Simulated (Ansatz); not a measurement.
Program: Ansatz 0.2.0.

A structure relaxed at PBE0-D4/def2-TZVP, charge 0, multiplicity 1:

```xyz
7

Ga   -0.3267   -0.9760   -0.5809
Se   -0.0055    1.0431    1.2024
H     0.1198   -2.1020    0.4258
H    -1.8645   -0.7097   -0.7927
H     0.6943   -0.4728   -1.6687
H     1.4625    1.0706    1.1775
H    -0.0799    2.1469    0.2366
```

Task: Give its formula and SMILES.

Result: GaH5Se, `[GaH3-][SeH2+]`.

Task: Point group (tolerance 0.08 Å, 0.16 Å for H)?

Result: Cs.

Task: Summarise the bond lengths by kind.

Result: 1 × Ga–Se 2.713 Å; 3 × Ga–H 1.574 to 1.575 Å; 2 × H–Se 1.469 Å.
